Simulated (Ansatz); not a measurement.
Consider the ligand exchange at the Si–O bond: `C=C[SiH2]O[SiH3]` + `CC=N` → `C/C=N\[SiH3]` + `C=C[SiH2]O`.

Calculated with Ansatz (gas phase, PBE0-D4/def2-TZVP geometries, no zero-point term in ΔE). CCSD(T)/CBS adds triple-zeta CCSD(T) − MP2 to the extrapolated MP2 energy (def2 sets, frozen cores). DFT in def2-TZVPP. One conformer a species, not always the lowest.

```csv
level,ΔE (kcal/mol),difference from CCSD(T)/CBS
LDA (SPW92),14.0,-4.4
PBE-D4,15.0,-3.4
B97M-V,17.6,-0.8
PBE0-D4,16.4,-2.0
PBE-QIDH,17.4,-1.0
MP2/def2-SVP,18.3,-0.1
CCSD(T)/def2-SVP,18.9,0.5
SCS-MP2/def2-TZVPP,18.9,0.5
CCSD(T)/def2-TZVPP,18.5,0.1
CCSD/CBS(def2),19.0,0.6
CCSD(T)/CBS,18.4,0
```

What do rigid-rotor, harmonic-oscillator terms from PBE0-D4/def2-TZVP frequencies (298.15 K, 1 bar) make of the CCSD(T)/CBS value? (An estimate is asked.)

Ansatz gave: ΔZPE = -0.8 kcal/mol, ΔH = +17.5 kcal/mol, ΔS = -13 J/(mol·K), ΔG = +18.4 kcal/mol. Modes under 50 cm⁻¹ make the entropy rough.

Largest T1 diagnostic among the species: 0.013.

From PBE to PBE0 (25 % exact exchange), in def2-TZVPP and without D4, ΔE moves by +1.3 kcal/mol. In def2-TZVPP, CCSD(T) changes the Hartree–Fock value by −2.6 kcal/mol (the triples alone add −0.6 kcal/mol) and MP2 by −3.2 kcal/mol. Leaving LDA and LC-ωPBE aside and taking each functional with its dispersion term where it has one, the values, not all of them listed here, spread over 4.6 kcal/mol, from revPBE-D4 to BHLYP-D4. LDA lies −0.8 kcal/mol from PBE without D4.
